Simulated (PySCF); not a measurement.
# Excitation energy of Ni⁺ by level of theory

Ni⁺ [Ar] 3d9 (2D) → Ni⁺ [Ar] 3d8 4s1 (4F), as a difference of total energies. Computed with PySCF 2.14 in def2-TZVPPD (6s6p4d2f1g, 67 functions), with no relativity, point nucleus. Correlated levels: valence and next inner shell: [Ne] frozen. The calculations carry no spin-orbit coupling.

```tsv
method	excitation energy (eV)
UHF	-0.687
MP2 (valence and next inner shell)	2.317
SCS-MP2 (valence and next inner shell)	2.030
CCSD (valence and next inner shell)	1.190
CCSD(T) (valence and next inner shell)	1.303
```

Question: How much does correlation contribute at CCSD(T) (valence and next inner shell)?

Answer: 1.303 − (-0.687) = 1.990 eV, measured against UHF.

These non-relativistic numbers lack the scalar-relativistic shift.

Errors of the correlated levels include the incompleteness of this basis and the frozen core.

For comparison: 1.085 eV (measured; NIST levels, between the centres of gravity of the two terms).
